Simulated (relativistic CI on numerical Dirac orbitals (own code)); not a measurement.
# Electric-dipole lines of W⁴⁺

Computed by Dirac-Coulomb-Breit CI, orbitals from a KLI potential per configuration, model QED, valence Slater integrals scaled by 0.85, P86 correlation energy added to each configuration (own radial code, finite nucleus).

Configurations in the expansion (outside the closed core [Kr] 4d10): 4f¹⁴5s²5p⁶5d², 4f¹⁴5s²5p⁶5d6s, 4f¹⁴5s²5p⁶6s², 4f¹⁴5s²5p⁶5d6p, 4f¹⁴5s²5p⁶5d5f, 4f¹⁴5s²5p⁶5d5g, 4f¹⁴5s²5p⁶6s6p, 4f¹⁴5s²5p⁶5d7s, 4f¹⁴5s²5p⁶5f², 4f¹⁴5s²5p⁶5d6d, 4f¹⁴5s²5p⁵5d³, 4f¹⁴5s²5p⁶5d7p, 4f¹⁴5s²5p⁶6p², 4f¹⁴5s²5p⁶5d7d, 4f¹⁴5s²5p⁶5d8s, 4f¹⁴5s²5p⁶5d6f, 4f¹³5s²5p⁶5d³, 4f¹⁴5s²5p⁶6s6d, 4f¹⁴5s²5p⁶5g², 4f¹⁴5s²5p⁶5d8p, 4f¹⁴5s²5p⁶5f6s, 4f¹³5s²5p⁶5d²6s, 4f¹⁴5s²5p⁵5d²5f, 4f¹⁴5s²5p⁶6p6d, 4f¹⁴5s²5p⁶5f6p, 4f¹⁴5s²5p⁶5g6s, 4f¹⁴5s²5p⁵5d²5g, 4f¹⁴5s5p⁶5d³, 4f¹⁴5s²5p⁵5d²6s, 4f¹³5s²5p⁶5d²6p, 4f¹⁴5s²5p⁶5f5g. Double excitations out of closed p, d and f shells are left out; levels of such configurations are missing from the list, as are those of other unlisted configurations, and high levels can miss mixing partners. These lack a partner that the ground configuration has and come out too high: 4f¹³5s²5p⁶5d²6s, 4f¹⁴5s²5p⁵5d²5f, 4f¹⁴5s²5p⁵5d²5g, 4f¹⁴5s²5p⁵5d²6s, 4f¹³5s²5p⁶5d²6p.

```tsv
λ vac (nm)	Lower	Upper	A (s⁻¹)	E lower (cm⁻¹)	E upper (cm⁻¹)
42.150	4f¹⁴5s²5p⁶5d6s ³D3 [12]	4f¹⁴5s²5p⁶5f6s ³F°4 [293]	1.32e+10	72204	309451
42.588	4f¹⁴5s²5p⁶5d² ³F2 [1]	4f¹⁴5s²5p⁶5d5f ³G°3 [54]	1.14e+10	0	234806
42.607	4f¹⁴5s²5p⁶5d² ³F3 [2]	4f¹⁴5s²5p⁶5d5f ³G°4 [63]	1.16e+10	5597	240301
43.034	4f¹⁴5s²5p⁶5d² ³F2 [1]	4f¹⁴5s²5p⁶5d5f ³F°3 [50]	5.85e+09	0	232375
43.235	4f¹⁴5s²5p⁶5d² ³F2 [1]	4f¹⁴5s²5p⁶5d5f ³F°2 [48]	6.36e+09	0	231296
43.259	4f¹⁴5s²5p⁶5d² ³F4 [3]	4f¹⁴5s²5p⁶5d5f ³G°5 [66]	1.77e+10	10493	241658
43.742	4f¹⁴5s²5p⁶5d² ¹G4 [7]	4f¹⁴5s²5p⁶5d5f ¹H°5 [71]	2.24e+10	21285	249897
43.814	4f¹⁴5s²5p⁶5d² ¹D2 [5]	4f¹⁴5s²5p⁶5d5f ³D°3 [65]	9.26e+09	13229	241468
44.213	4f¹⁴5s²5p⁶5d² ³F3 [2]	4f¹⁴5s²5p⁶5d5f ³H°4 [49]	4.75e+09	5597	231776
44.796	4f¹⁴5s²5p⁶5d² ³P2 [8]	4f¹⁴5s²5p⁶5d5f ¹F°3 [68]	1.36e+10	21376	244613
73.850	4f¹⁴5s²5p⁶5d² ³F4 [3]	4f¹⁴5s²5p⁶5d6p ³F°4 [23]	1.47e+09	10493	145903
77.133	4f¹⁴5s²5p⁶5d² ³F4 [3]	4f¹⁴5s²5p⁶5d6p ³D°3 [20]	3.07e+09	10493	140138
78.577	4f¹⁴5s²5p⁶5d² ¹G4 [7]	4f¹⁴5s²5p⁶5d6p ¹F°3 [25]	4.58e+09	21285	148548
79.245	4f¹⁴5s²5p⁶5d² ³F2 [1]	4f¹⁴5s²5p⁶5d6p ³D°1 [15]	3.16e+09	0	126192
102.31	4f¹⁴5s²5p⁶5d6p ³F°3 [17]	4f¹⁴5s²5p⁶5d6d ³F4 [47]	1.90e+09	132968	230712
102.62	4f¹⁴5s²5p⁶6s6p ³P°2 [29]	4f¹⁴5s²5p⁶6s6d ³D3 [218]	4.88e+09	203598	301044
104.30	4f¹⁴5s²5p⁶5d6p ³F°2 [14]	4f¹⁴5s²5p⁶5d6d ³G3 [30]	3.62e+09	122841	218722
104.49	4f¹⁴5s²5p⁶5d6p ³F°3 [17]	4f¹⁴5s²5p⁶5d6d ³F3 [40]	2.49e+09	132968	228667
116.87	4f¹⁴5s²5p⁶5d6p ¹F°3 [25]	4f¹⁴5s²5p⁶5d6d ¹G4 [53]	3.20e+09	148548	234111
118.22	4f¹⁴5s²5p⁶5d6p ³D°2 [18]	4f¹⁴5s²5p⁶5d6d ³G3 [32]	3.03e+09	136876	221464
119.85	4f¹⁴5s²5p⁶5d6p ³F°4 [23]	4f¹⁴5s²5p⁶5d6d ³G5 [41]	3.62e+09	145903	229339
120.44	4f¹⁴5s²5p⁶5d6p ³D°3 [20]	4f¹⁴5s²5p⁶5d6d ³G4 [36]	2.29e+09	140138	223170
130.91	4f¹⁴5s²5p⁶5d5f ³F°4 [57]	4f¹⁴5s²5p⁶5d5g ³G5 [319]	2.86e+09	237531	313919
131.07	4f¹⁴5s²5p⁶5d5f ³H°6 [60]	4f¹⁴5s²5p⁶5d5g ³I7 [329]	3.38e+09	238726	315021
135.59	4f¹⁴5s²5p⁶5d6s ³D2 [11]	4f¹⁴5s²5p⁶5d6p ³D°3 [20]	1.11e+09	66386	140138
135.69	4f¹⁴5s²5p⁶5d6s ³D3 [12]	4f¹⁴5s²5p⁶5d6p ³F°4 [23]	1.46e+09	72204	145903
136.19	4f¹⁴5s²5p⁶5d5f ³H°5 [52]	4f¹⁴5s²5p⁶5d5g ³I6 [270]	2.69e+09	233583	307008
138.04	4f¹⁴5s²5p⁶5d5f ³G°5 [66]	4f¹⁴5s²5p⁶5d5g ³H6 [323]	2.48e+09	241658	314102
152.78	4f¹⁴5s²5p⁶5d5f ¹H°5 [71]	4f¹⁴5s²5p⁶5d5g ¹I6 [336]	2.34e+09	249897	315353
266.22	4f¹⁴5s²5p⁶5d7p ³F°4 [84]	4f¹⁴5s²5p⁶5d7d ³G5 [242]	8.76e+08	267335	304898
```

Terms are leading LS components. Brackets give the number of a level in order of energy, since labels repeat. The list gives strong lines, with weight on those to low levels, without lines whose two gauges differ by over a factor of 2.5, among the lowest 400 of 2325 levels, so that lines to higher ones, which can be the strongest, are missing. Levels whose partners in the same complex of configurations lie outside the list can be far off, and so can their lines. Rates are taken at the computed energies, electric ones in the length gauge.

At this charge configurations can still be misplaced by up to about 7 % of their energy. Levels and lines within the n = 5 or 6 shells can be off by up to 10 % or somewhat more, and those that change n by about 2 %, since core polarisation is missing. 12 of the 12 excited levels that our extract of the measured tables holds in this range could be paired (the sources list more); they are missed by 2723 cm⁻¹ on average and 6231 at most, and levels without a partner can miss by more. Some levels of the ground configuration have no partner and can miss by 10 % or more. Levels that differ in their count of f electrons can be misplaced by several ten thousand cm⁻¹, since the correlation energy of f electrons is missing or only estimated; rates across such gaps can be off by orders of magnitude.

LS names give the leading component of a level, which can be under half, so a name can repeat, a term be missing and a line seem to break the LS rules.
